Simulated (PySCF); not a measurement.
BrH, SMILES Br.

Geometry: PBE0-D3(BJ)/def2-TZVPD.

Two levels are set side by side: PBE/def2-TZVPD (PySCF) and CAM-B3LYP/def2-TZVPD (PySCF). Same geometry, gas phase. Differences are taken from unrounded values.

| quantity | CAM-B3LYP | PBE | PBE minus CAM-B3LYP |
|---|---|---|---|
| orbital gap (eV) | 10.48 | 6.12 | -4.36 |
| highest occupied level (eV) | -10.17 | -7.47 | 2.70 |
| lowest empty level (eV) | 0.31 | -1.35 | -1.66 |
| dipole moment (D) | 0.88 | 0.82 | -0.06 |
| mean polarisability (bohr³) | 24.3 | 25.2 | 0.9 |

PBE's occupied levels lie high since its potential decays too fast outside the molecule; exact exchange lowers them and widens the gap. PBE's more diffuse valence density responds more strongly to a field. Differences between two approximate levels are no errors against the true value.

Rough cost on one machine, each run with all the roots and properties that it gave: CAM-B3LYP against PBE within a factor of 2.
